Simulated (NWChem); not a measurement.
System: TeBrF; SMILES F[Te]Br

NWChem input:

```
start job
memory heap 200 mb stack 900 mb global 1100 mb
geometry units angstroms noautoz
  Te     0.254586     0.839407     0.000000
  F     -1.619398     1.328886     0.000000
  Br     0.002089    -1.637605     0.000000
end
basis spherical
  * library def2-svpd
end
ecp
  Te library def2-ecp
end
dft
  xc b3lyp
  iterations 150
  vectors input atomic output neutral.movecs
end
task dft energy
charge 1
dft
  odft
  mult 2
  vectors input atomic output cation.movecs
end
task dft energy
charge -1
dft
  odft
  mult 2
  vectors input atomic output anion.movecs
end
task dft energy
```

Output (shortened):

```
             Northwest Computational Chemistry Package (NWChem) 7.3.0
             --------------------------------------------------------

 CS  symmetry detected

                             Geometry "geometry" -> ""
                             -------------------------

 Output coordinates in angstroms (scale by  1.889725989 to convert to a.u.)

  No.       Tag          Charge          X              Y              Z
 ---- ---------------- ---------- -------------- -------------- --------------
    1 Te                  52.0000     0.30825882     0.84346591     0.00000000
    2 F                    9.0000    -1.54028948     1.42163102     0.00000000
    3 Br                  35.0000    -0.06191010    -1.61871161     0.00000000

 Effective nuclear repulsion energy (a.u.)     563.9825688082

      Symmetry information
      --------------------

 Group name             Cs
 Group number              2
 Group order               2
 No. of unique centers     3

                                 NWChem DFT Module
                                 -----------------

 Summary of "ao basis" -> "ao basis" (spherical)
 ------------------------------------------------------------------------------
       Tag                 Description            Shells   Functions and Types
 ---------------- ------------------------------  ------  ---------------------
 Te                        def2-svpd                13       35   5s5p3d
 F                         def2-svpd                 9       23   4s3p2d
 Br                        def2-svpd                15       41   6s5p4d

      Symmetry analysis of basis
      --------------------------

        a'         68
        a"         31

            General Information
            -------------------
          SCF calculation type: DFT
          Wavefunction type:  closed shell.
          No. of atoms     :     3
          No. of electrons :    68
           Alpha electrons :    34
            Beta electrons :    34
          Charge           :     0
          Spin multiplicity:     1
          Use of symmetry is: on ; symmetry adaption is: on
          Maximum number of iterations: 150
          AO basis - number of functions:    99
                     number of shells:    37
          Convergence on energy requested:  1.00D-06
          Convergence on density requested:  1.00D-05
          Convergence on gradient requested:  5.00D-04

              XC Information
              --------------
                         B3LYP Method XC Potential
                     Hartree-Fock (Exact) Exchange  0.200
                        Slater Exchange Functional  0.800 local
                    Becke 1988 Exchange Functional  0.720 non-local
              Lee-Yang-Parr Correlation Functional  0.810
                  VWN I RPA Correlation Functional  0.190 local

             Grid Information
             ----------------
          Grid used for XC integration:  medium
          Radial quadrature: Mura-Knowles
          Angular quadrature: Lebedev.
          Tag              B.-S. Rad. Rad. Pts. Rad. Cut. Ang. Pts.
          ---              ---------- --------- --------- ---------
          Te                  1.40      123          13.0       590
          F                   0.50       49          12.0       434
          Br                  1.15      112          13.0       590
          Grid pruning is: on
          Number of quadrature shells:   284
          Spatial weights used:  Erf1

      Superposition of Atomic Density Guess
      -------------------------------------

 Sum of atomic energies:       -2982.60715339

      Non-variational initial energy
      ------------------------------

 Total energy =   -2938.455264
 1-e energy   =   -4760.115433
 2-e energy   =    1534.810994
 HOMO         =      -0.210937
 LUMO         =      -0.084017

      Symmetry analysis of molecular orbitals - initial
      -------------------------------------------------

  Numbering of irreducible representations:

     1 a'          2 a"

  Orbital symmetries:

     1 a'          2 a'          3 a'          4 a'          5 a"
     6 a'          7 a'          8 a'          9 a'         10 a"
    11 a'         12 a'         13 a'         14 a"         15 a'
    16 a'         17 a"         18 a'         19 a"         20 a'
    21 a'         22 a'         23 a"         24 a"         25 a'
    26 a'         27 a'         28 a'         29 a"         30 a'
    31 a'         32 a"         33 a'         34 a"         35 a'
    36 a'         37 a'         38 a'         39 a"         40 a'
    41 a'         42 a'         43 a"         44 a'

   convergence    iter        energy       DeltaE   RMS-Dens  Diis-err
 ---------------- ----- ----------------- --------- --------- ---------
 d= 0,ls=0.0,diis     1  -2941.6829433485 -3.23D+03  1.85D-02  6.57D-01
 d= 0,ls=0.0,diis     2  -2941.4634745788  2.19D-01  9.79D-03  2.99D+00
 d= 0,ls=0.0,diis     3  -2941.7579207206 -2.94D-01  2.85D-03  6.36D-02
 d= 0,ls=0.0,diis     4  -2941.7618974228 -3.98D-03  1.53D-03  1.83D-02
 d= 0,ls=0.0,diis     5  -2941.7643530521 -2.46D-03  4.19D-04  1.22D-03
  Resetting Diis
 d= 0,ls=0.0,diis     6  -2941.7645629391 -2.10D-04  5.54D-05  4.78D-05
 d= 0,ls=0.0,diis     7  -2941.7645678876 -4.95D-06  2.90D-05  1.59D-06
 d= 0,ls=0.0,diis     8  -2941.7645675516  3.36D-07  1.83D-05  3.90D-06
 d= 0,ls=0.0,diis     9  -2941.7645681640 -6.12D-07  2.76D-06  1.38D-07

         Total DFT energy =    -2941.764568164028
      One electron energy =    -4759.547013984537
           Coulomb energy =     1653.603868155338
    Exchange-Corr. energy =     -122.670597173312
 Nuclear repulsion energy =      286.849174838484

 Numeric. integr. density =       67.999995499489

                  Occupations of the irreducible representations
                  ----------------------------------------------

                     irrep           alpha         beta
                     --------     --------     --------
                     a'               24.0         24.0
                     a"               10.0         10.0

                       DFT Final Molecular Orbital Analysis
                       ------------------------------------

 Vector   32  Occ=2.000000D+00  E=-3.363410D-01  Symmetry=a"
              MO Center= -3.9D-02, -1.2D+00, -3.1D-15, r^2= 2.4D+00
   Bfn.  Coefficient  Atom+Function         Bfn.  Coefficient  Atom+Function
  ----- ------------  ---------------      ----- ------------  ---------------
    76      0.510012  3 Br pz                73      0.493565  3 Br pz
    70     -0.323651  3 Br pz                14      0.216638  1 Te pz
    17      0.148970  1 Te pz                42      0.130595  2 F  pz
    67      0.105118  3 Br pz                45     -0.088437  2 F  pz
    11     -0.083049  1 Te pz                 8     -0.065032  1 Te pz

 Vector   33  Occ=2.000000D+00  E=-3.295001D-01  Symmetry=a'
              MO Center= -8.2D-02, -1.4D+00, -3.4D-15, r^2= 2.0D+00
   Bfn.  Coefficient  Atom+Function         Bfn.  Coefficient  Atom+Function
  ----- ------------  ---------------      ----- ------------  ---------------
    74      0.549531  3 Br px                71      0.526667  3 Br px
    68     -0.344960  3 Br px                65      0.112021  3 Br px
     4     -0.110406  1 Te s                 40     -0.101093  2 F  px
    41      0.087561  2 F  py                43      0.079327  2 F  px
     3     -0.076102  1 Te s                 15      0.071303  1 Te px

 Vector   34  Occ=2.000000D+00  E=-2.400286D-01  Symmetry=a"
              MO Center=  2.3D-01,  4.8D-01, -4.6D-16, r^2= 3.2D+00
   Bfn.  Coefficient  Atom+Function         Bfn.  Coefficient  Atom+Function
  ----- ------------  ---------------      ----- ------------  ---------------
    14      0.594254  1 Te pz                17      0.485781  1 Te pz
    76     -0.269683  3 Br pz                73     -0.246959  3 Br pz
    11     -0.222700  1 Te pz                42      0.183497  2 F  pz
     8     -0.173001  1 Te pz                70      0.157697  3 Br pz
    45     -0.128504  2 F  pz                48     -0.055286  2 F  pz

 Vector   35  Occ=0.000000D+00  E=-1.204502D-01  Symmetry=a'
              MO Center=  2.5D-01,  2.2D-01,  3.2D-15, r^2= 4.7D+00
   Bfn.  Coefficient  Atom+Function         Bfn.  Coefficient  Atom+Function
  ----- ------------  ---------------      ----- ------------  ---------------
    13      0.544525  1 Te py                16      0.519669  1 Te py
    75      0.412118  3 Br py                72      0.319388  3 Br py
     3     -0.220482  1 Te s                 62      0.220184  3 Br s
    69     -0.202429  3 Br py                10     -0.197334  1 Te py
    63      0.158678  3 Br s                  7     -0.152680  1 Te py

 Vector   36  Occ=0.000000D+00  E=-1.121499D-01  Symmetry=a'
              MO Center=  2.5D-01,  6.4D-01,  2.8D-15, r^2= 3.8D+00
   Bfn.  Coefficient  Atom+Function         Bfn.  Coefficient  Atom+Function
  ----- ------------  ---------------      ----- ------------  ---------------
    15      0.619414  1 Te px                12      0.516150  1 Te px
     3     -0.295142  1 Te s                  4     -0.281736  1 Te s
    40     -0.281198  2 F  px                43      0.236940  2 F  px
    38      0.201036  2 F  s                  9     -0.190751  1 Te px
    75      0.167883  3 Br py                39      0.162323  2 F  s

[...]
```

Level: B3LYP/def2-SVPD with def2 effective core potentials on Te, vertical spin-unrestricted ions. Coordinates come from a PBE0/def2-SVP optimisation. def2 effective core potentials on Te; no spin-orbit coupling.
